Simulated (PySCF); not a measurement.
## Two-component Hartree-Fock for Ir⁵⁶⁺ (iridium, charge +56)

Start: [Ar] 3d3; 3d3/2 filled at m_j = -1/2, +1/2, +3/2. Calculated with PySCF 2.14 in an even-tempered Gaussian basis (15 s from 16 bohr⁻², ratio 2.8; 12 p from 21 bohr⁻², ratio 2.8; 8 d from 21 bohr⁻², ratio 2.8; 3 f from 68 bohr⁻², ratio 3): generalised Hartree-Fock with the X2C-1e Hamiltonian and a Gaussian nucleus; one run each with spin-orbit coupling (SO) switched off, then screened by Boettger's factors.

```tsv
spinor shell	electrons	ε, spin-free (eV)	ε, screened SO (eV)	weight of nominal j (screened SO)	rms radius, screened SO (bohr)
1s1/2	2	-80428.7	-80396.6	1.000	0.0197
2s1/2	2	-17319.8	-17307.1	1.000	0.0790
2p1/2	2	-15565.5	-16754.6	1.000	0.0670
3s1/2	2	-6565.9	-6561.8	1.000	0.195
3p1/2	2	-6033.7	-6344.7	1.000	0.185
3p3/2	4	-6033.7	-5904.7	1.000	0.199
3d3/2	3	-5577.0	-5618.5	0.999	0.170
```

(1) Where does 2p3/2 lie, and what is the 2p spin-orbit splitting (screened SO)?

```csv
quantity,spin-free,screened SO
E (hartree),-14766.72161,-14796.09891
M_J,3/2,3/2
⟨J²⟩,6.750,3.760
⟨L²⟩,12.000,7.601
⟨S²⟩,3.750,2.082
```

Each row is a mean over spinors that exchange with the open shell spreads, by up to 26.301 eV (3p1/2).

Breit and QED terms are absent; they matter most for the inner s and p1/2 levels.

Densities and radii are taken from the X2C orbitals without a picture-change correction, which distorts them close to the nucleus.

Without spin-orbit coupling the j labels of p, d and f shells carry no meaning; the spin-free column gives the mean over the occupied spinors of each nl shell, and its ⟨J²⟩ belongs to a mixture of degenerate components.

Answers

(1) At -15083.3 eV, 1671.3 eV above 2p1/2.
